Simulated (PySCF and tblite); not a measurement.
Values are calculated unless marked as measured or tabulated.
C₆H₆O₃, numbered as in [CH3:1][c:2]1[cH:3][c:4](=[O:5])[cH:6][c:7]([OH:8])[o:9]1. Level: PBE0-D3(BJ)/pcSseg-1 (IEF-PCM, acetone)//GFN2-xTB, thermal terms from GFN2-xTB, symmetry numbers and mirror pairs counted. Conformers within 2.5 kcal/mol (GFN2-xTB free energy) were kept, 6 at most. GIAO shieldings: PBE0/pcSseg-1 (IEF-PCM, acetone). Shifts are against TMS (¹H), TMS (¹³C) at the same level. Programs: PySCF with density fitting and tblite.

Torsions listed: O9–C7–O8–H8.

| conformer | shape | point group | mirror pair | ΔE(DFT) | Δ(G−E) at 298.15 K | δ C6 (ppm) |
| --- | --- | --- | --- | --- | --- | --- |
| 1 | 0° | Cs | no | 0.00 | 0.00 | 96.5 |
| 2 | 180° | Cs | no | 0.16 | 0.07 | 98.4 |

Energies in kcal/mol; the thermal term leaves out symmetry numbers and mirror images.

Work out the weights at 298.15 K and the ¹³C shift of C6 under fast exchange.

RT = 0.592 kcal/mol. Each conformer gets RT ln(σ/g), with σ the rotational symmetry number and g = 2 for a mirror pair: 1: σ = 1, g = 1, G = 0.00 + 0.00 + 0.00 = 0.00, 0.00 above the lowest, exp(−ΔG/RT) = 1.000; 2: σ = 1, g = 1, G = 0.16 + 0.07 + 0.00 = 0.23, 0.23 above the lowest, exp(−ΔG/RT) = 0.679. The sum is 1.679, so the weights are 59.5, 40.5 %. The averaged shift is 97.2 ppm. At 298.15 K the leading conformer alone gives 96.5 ppm and bare DFT energies give 97.3 ppm.

Other tautomers (keto or thione forms) aren't considered and may dominate.


Conformer gaps in pcSseg-1 on xTB geometries can be 2 kcal/mol off for S=O, P=O and other polar bonds.